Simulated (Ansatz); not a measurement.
Reactions of `[SiH3]N[SiH2]Cl`.

Program: Ansatz. Geometries: PBE0-D4/def2-TZVP. ΔE: electronic, gas phase. CCSD(T)/CBS adds triple-zeta CCSD(T) − MP2 to the extrapolated MP2 energy (def2 sets, frozen cores). This one scheme is used for every species, atoms too. DFT in def2-TZVPP. Open shells (•) are unrestricted, without spin–orbit coupling. Spin–orbit coupling would lower the free atoms: a little for Cl, Si. One conformer a species, not always the lowest.

```
                                                             reaction  CCSD(T)/CBS(def2) (kJ/mol)
            `[SiH3]N[SiH2]Cl` + `N=C=O` → `O=C=N[SiH2]Cl` + `N[SiH3]`                         -20
           `[SiH3]N[SiH2]Cl` + silanol → `[SiH3]N[SiH2]O[SiH3]` + HCl                         -18
                           `[SiH3]N[SiH2]Cl` → Cl• + `[SiH2]N[SiH3]`•                         488
                          `[SiH3]N[SiH2]Cl` → Cl• + 6 H• + N• + 2 Si•                           ?
                          `[SiH3]N[SiH2]Cl` → H• + `[SiH2]N[SiH2]Cl`•                           ?
                 `[SiH3]N[SiH2]Cl` + `C=N` → `C=N[SiH2]N[SiH3]` + HCl                          63
                     `[SiH3]N[SiH2]Cl` + H• → `[SiH2]N[SiH2]Cl`• + H₂                         -54
`[SiH3]N[SiH2]Cl` + `CO[SiH](O)F` → `CO[SiH](F)O[SiH2]Cl` + `N[SiH3]`                         -45
    `[SiH3]N[SiH2]Cl` + `S[SiH2]Cl` → `Cl[SiH2]S[SiH2]Cl` + `N[SiH3]`                           ?
                      `[SiH3]N[SiH2]Cl` → `[NH][SiH2]Cl`• + `[SiH3]`•                         490
```

(1) Fill in the missing values. (Estimate.)

Largest T1 diagnostic: 0.018, for `N=C=O`.

Results:

(1) Ansatz gave: `[SiH3]N[SiH2]Cl` → Cl• + 6 H• + N• + 2 Si•: +3193.5 kJ/mol; `[SiH3]N[SiH2]Cl` → H• + `[SiH2]N[SiH2]Cl`•: +407.1 kJ/mol; `[SiH3]N[SiH2]Cl` + `S[SiH2]Cl` → `Cl[SiH2]S[SiH2]Cl` + `N[SiH3]`: +6.6 kJ/mol.
